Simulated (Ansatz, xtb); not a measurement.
## Relative energy of two conformers of CH7BGaN

We compare a, `CB[NH][GaH2]`, a singlet, with b, `CB[NH][GaH2]`, a singlet. Both are isolated molecules in the gas phase, relaxed with B3LYP-D3(BJ)/def2-SVP.

a (Å):

```yaml
atoms:
  - { symbol: C, position_ang: [0.4248, -0.4206, -0.3306] }
  - { symbol: B, position_ang: [0.4923, 1.1233, -0.0240] }
  - { symbol: Ga, position_ang: [-1.8898, 1.2069, 1.7800] }
  - { symbol: N, position_ang: [-0.4159, 1.8119, 0.8176] }
  - { symbol: H, position_ang: [-0.3949, -0.9690, 0.1581] }
  - { symbol: H, position_ang: [1.3792, -0.8970, -0.0410] }
  - { symbol: H, position_ang: [0.3427, -0.5777, -1.4215] }
  - { symbol: H, position_ang: [1.3787, 1.7800, -0.5374] }
  - { symbol: H, position_ang: [-0.2339, 2.8094, 0.9130] }
  - { symbol: H, position_ang: [-2.2805, -0.3025, 1.7177] }
  - { symbol: H, position_ang: [-2.6346, 2.3174, 2.5986] }
```

b (Å):

```csv
atom,x (Å),y (Å),z (Å)
C,-0.0781,-0.7590,-0.6511
B,-0.8724,0.2438,0.2704
Ga,-2.9004,2.2804,0.8123
N,-1.9145,1.0734,-0.2023
H,-0.1672,-1.7876,-0.2569
H,-0.3986,-0.7665,-1.7065
H,1.0020,-0.5272,-0.6208
H,-0.5915,0.3243,1.4500
H,-2.1411,0.9971,-1.1934
H,-2.5449,2.3886,2.3279
H,-4.0057,3.0824,0.0409
```

Energies in hartree; the thermal terms are from B3LYP-D3(BJ)/def2-SVP harmonic frequencies (ideal gas, rigid rotor, one conformer each, 298.15 K, 1 atm) and include the zero-point energy:

```
                               a            b
E, CCSD(T)/def2-SVP  −2044.715516  −2044.717363
    E, MP2/def2-SVP  −2044.659912  −2044.661744
  E, MP2/def2-TZVPP  −2045.150898  −2045.152431
  zero-point energy      0.079546      0.079331
       H(298 K) − E      0.087221      0.087101
       G(298 K) − E      0.048921      0.048694
```

Task: Correct the CCSD(T) difference for the basis set by the MP2 change, then work out ΔE, ΔE₀, ΔH and ΔG for a → b in kJ/mol (1 Eh = 2625.50 kJ/mol) and the equilibrium ratio [b]/[a].

Result: 1. Differences b − a: CCSD(T) −0.001847, MP2 in the small set −0.001832, MP2 in the large set −0.001533 Eh.
2. ΔE = −0.001847 + (−0.001533 − (−0.001832)) = −0.001548 Eh = −4.06 kJ/mol.
3. ΔE₀ = ΔE + ΔZPE = −0.001548 + (−0.000215) Eh = −4.63 kJ/mol.
4. ΔH = ΔE + (−0.000120) Eh = −4.38 kJ/mol.
5. ΔG = ΔE + (−0.000227) Eh = −4.66 kJ/mol, so ΔS = (ΔH − ΔG)/T = +0.9 J/(mol K).
6. kT = 0.9442 mEh, so K = [b]/[a] = exp(−ΔG/kT) = exp(+1.88) ≈ 6.6.

Structure b is favoured at this temperature. An error of 4 kJ/mol in ΔG would change K by a factor of 5. Mirror images and further conformers aren't counted.

Other levels gave ΔE = −3.5 (B3LYP-D3(BJ)/def2-SVP); −5.3 (HF/def2-SVP); −4.8 (MP2/def2-SVP); −4.9 (CCSD(T)/def2-SVP) kJ/mol. The correlated steps freeze 12 core orbitals; the filled d shell of Ga is correlated, in a basis made for valence electrons. Programs: Ansatz 0.2.0.
